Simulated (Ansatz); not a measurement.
Q: Name a neutral molecule of Si, Te, Zn and H with ideal-gas entropy at 298 K and 1 bar (rigid rotor, harmonic PBE0-D4/def2-TZVP) between 379 and 395 J/(mol·K) and size of the dipole moment (B3LYP/def2-TZVPP) between 1.45 and 1.75 D (Ansatz, PBE0-D4/def2-TZVP geometry).

A: `[ZnH][SiH]1[SiH2][Te]1` (383 J/(mol·K), 1.62 D). Other molecules can fit too; these were computed, each in one conformer that needn't be the lowest.

B3LYP here is the variant with VWN-RPA as its local correlation; programs differ in this.
